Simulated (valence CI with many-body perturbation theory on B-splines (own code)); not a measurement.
Pb⁷⁵⁺: calculated level list

Computed by configuration interaction combined with many-body perturbation theory (CI+MBPT): five valence electrons over a frozen Dirac-Fock core [He], radial functions for each j: 11 s, 11 p, 10 d, 8 f, 5 g, 2 h, with the one-electron correlation potential Σ1 (screened to all orders), the two-electron term Σ2, the three-electron term Σ3, Breit, model QED; selected single and double excitations, second order for the rest, scaled by the run's own slope (own B-spline code, finite nucleus).

The last digits are not significant, and no measured levels were compared; by estimate large intervals hold to a few tenths of a per cent, small ones and those within an open d or f shell to about a per cent. Among the levels kept, up to 7700 cm⁻¹ of a level comes from second order outside the variational space, and about a tenth of that is noise between levels of different J, which matters for small intervals.

Levels 46 to 90 of 202, with energies above the lowest level, (2s^2 2p1/2^2 2p3/2) J=3/2. "Leading %" is the weight of the configuration and term that name the level; weights of strongly mixed levels are sums over their largest components and can fall short, so below about 35 % the name and the second component can differ from the true leading terms, or belong to a minority configuration. In the jj column 3d3/2^4 stands for four electrons in 3d with j = 3/2.

| No. | Configuration | Term | J | E (Ry) | Leading % | g | Leading jj |
| --- | --- | --- | --- | --- | --- | --- | --- |
| 46 | 2s2 2p2 3d | 4D | 1/2 | 1029.3 | 78 | 0.257 | 2s^2 2p1/2 2p3/2 3d3/2 (100 %) |
| 47 | 2s2 2p2 3d | 2G | 7/2 | 1030.0 | 56 | 0.986 | 2s^2 2p1/2 2p3/2 3d3/2 (99 %) |
| 48 | 2s2 2p2 3d | 2D | 5/2 | 1031.3 | 38 | 1.107 | 2s^2 2p1/2 2p3/2 3d3/2 (99 %) |
| 49 | 2s2 2p2 3d | 2D | 3/2 | 1031.7 | 47 | 1.091 | 2s^2 2p1/2 2p3/2 3d3/2 (99 %) |
| 50 | 2s2 2p2 3d | 2P | 1/2 | 1032.6 | 39 | 1.559 | 2s^2 2p1/2 2p3/2 3d3/2 (100 %) |
| 51 | 2s2 2p2 3d | 4D | 7/2 | 1040.4 | 46 | 1.291 | 2s^2 2p1/2 2p3/2 3d5/2 (98 %) |
| 52 | 2s2 2p2 3d | 2G | 9/2 | 1041.9 | 65 | 1.156 | 2s^2 2p1/2 2p3/2 3d5/2 (100 %) |
| 53 | 2s2 2p2 3d | 2P | 3/2 | 1042.0 | 42 | 1.309 | 2s^2 2p1/2 2p3/2 3d5/2 (99 %) |
| 54 | 2s2 2p2 3d | 2F | 5/2 | 1042.2 | 44 | 1.123 | 2s^2 2p1/2 2p3/2 3d5/2 (100 %) |
| 55 | 2s2 2p2 3d | 2D | 5/2 | 1043.4 | 56 | 1.250 | 2s^2 2p1/2 2p3/2 3d5/2 (98 %) |
| 56 | 2s2 2p2 3d | 2F | 7/2 | 1044.0 | 70 | 1.121 | 2s^2 2p1/2 2p3/2 3d5/2 (98 %) |
| 57 | 2s2 2p2 3d | 2D | 3/2 | 1044.7 | 57 | 0.956 | 2s^2 2p1/2 2p3/2 3d5/2 (99 %) |
| 58 | 2s2 2p2 3d | 2P | 1/2 | 1045.1 | 56 | 1.239 | 2s^2 2p1/2 2p3/2 3d5/2 (99 %) |
| 59 | 2s 2p3 3p | 4D | 7/2 | 1047.1 | 49 | 1.401 | 2s 2p1/2^2 2p3/2 3p3/2 (96 %) |
| 60 | 2s 2p3 3p | 2P | 3/2 | 1047.9 | 32 | 1.476 | 2s 2p1/2^2 2p3/2 3p3/2 (98 %) |
| 61 | 2s 2p3 3p | 4P | 5/2 | 1049.4 | 38 | 1.388 | 2s 2p1/2^2 2p3/2 3p3/2 (98 %) |
| 62 | 2s 2p3 3p | 2P | 1/2 | 1049.8 | 41 | 1.366 | 2s 2p1/2^2 2p3/2 3p3/2 (100 %) |
| 63 | 2s 2p3 3p | 2D | 5/2 | 1055.1 | 34 | 1.252 | 2s 2p1/2^2 2p3/2 3p3/2 (99 %) |
| 64 | 2s 2p3 3d | 4D° | 5/2 | 1055.4 | 30 | 1.219 | 2s 2p1/2^2 2p3/2 3d3/2 (100 %) |
| 65 | 2s 2p3 3d | 4D° | 3/2 | 1055.9 | 30 | 1.315 | 2s 2p1/2^2 2p3/2 3d3/2 (100 %) |
| 66 | 2s 2p3 3d | 2F° | 7/2 | 1056.1 | 26 | 1.194 | 2s 2p1/2^2 2p3/2 3d3/2 (98 %) |
| 67 | 2s 2p3 3d | 4P° | 1/2 | 1056.4 | 47 | 2.169 | 2s 2p1/2^2 2p3/2 3d3/2 (100 %) |
| 68 | 2s 2p3 3p | 2P | 3/2 | 1056.6 | 38 | 1.218 | 2s 2p1/2^2 2p3/2 3p3/2 (99 %) |
| 69 | 2s 2p3 3p | 4P | 1/2 | 1057.0 | 37 | 1.729 | 2s 2p1/2^2 2p3/2 3p3/2 (99 %) |
| 70 | 2s 2p3 3d | 2D° | 3/2 | 1063.0 | 38 | 0.897 | 2s 2p1/2^2 2p3/2 3d3/2 (96 %) |
| 71 | 2s 2p3 3d | 2F° | 5/2 | 1063.3 | 37 | 0.916 | 2s 2p1/2^2 2p3/2 3d3/2 (100 %) |
| 72 | 2s 2p3 3d | 4D° | 1/2 | 1064.1 | 46 | 0.597 | 2s 2p1/2^2 2p3/2 3d3/2 (99 %) |
| 73 | 2s 2p3 3d | 4F° | 9/2 | 1067.0 | 52 | 1.312 | 2s 2p1/2^2 2p3/2 3d5/2 (100 %) |
| 74 | 2s 2p3 3d | 4D° | 5/2 | 1069.1 | 30 | 1.311 | 2s 2p1/2^2 2p3/2 3d5/2 (100 %) |
| 75 | 2s 2p3 3d | 4D° | 7/2 | 1069.5 | 41 | 1.280 | 2s 2p1/2^2 2p3/2 3d5/2 (98 %) |
| 76 | 2s 2p3 3d | 2D° | 3/2 | 1070.4 | 33 | 1.167 | 2s 2p1/2^2 2p3/2 3d5/2 (96 %) |
| 77 | 2s 2p3 3d | 2P° | 1/2 | 1071.8 | 52 | 0.760 | 2s 2p1/2^2 2p3/2 3d5/2 (99 %) |
| 78 | 2s 2p3 3d | 2F° | 7/2 | 1075.6 | 36 | 1.166 | 2s 2p1/2^2 2p3/2 3d5/2 (100 %) |
| 79 | 2s 2p3 3d | 2D° | 5/2 | 1076.9 | 40 | 1.137 | 2s 2p1/2^2 2p3/2 3d5/2 (100 %) |
| 80 | 2s 2p3 3d | 2P° | 3/2 | 1077.1 | 33 | 1.258 | 2s 2p1/2^2 2p3/2 3d5/2 (100 %) |
| 81 | 2s2 2p2 4s | 4P | 1/2 | 1125.9 | 45 | 1.990 | 2s^2 2p1/2^2 4s (100 %) |
| 82 | 2s2 2p2 4p | 2P° | 1/2 | 1129.6 | 47 | 0.651 | 2s^2 2p1/2^2 4p1/2 (100 %) |
| 83 | 2s2 2p2 3s | 4P | 5/2 | 1133.0 | 65 | 1.422 | 2s^2 2p3/2^2 3s (99 %) |
| 84 | 2s2 2p2 3s | 2P | 3/2 | 1133.9 | 55 | 1.146 | 2s^2 2p3/2^2 3s (99 %) |
| 85 | 2s2 2p2 3s | 2S | 1/2 | 1138.8 | 67 | 1.974 | 2s^2 2p3/2^2 3s (99 %) |
| 86 | 2s2 2p2 3p | 4P° | 3/2 | 1143.7 | 28 | 1.416 | 2s^2 2p3/2^2 3p1/2 (98 %) |
| 87 | 2s2 2p2 3p | 2D° | 5/2 | 1143.8 | 38 | 1.159 | 2s^2 2p3/2^2 3p1/2 (98 %) |
| 88 | 2s2 2p2 3p | 2P° | 1/2 | 1149.1 | 74 | 0.643 | 2s^2 2p3/2^2 3p1/2 (98 %) |
| 89 | 2s2 2p2 4p | 2P° | 3/2 | 1150.3 | 36 | 1.324 | 2s^2 2p1/2^2 4p3/2 (100 %) |
| 90 | 2s2 2p2 4d | 2D | 3/2 | 1153.2 | 43 | 0.788 | 2s^2 2p1/2^2 4d3/2 (100 %) |
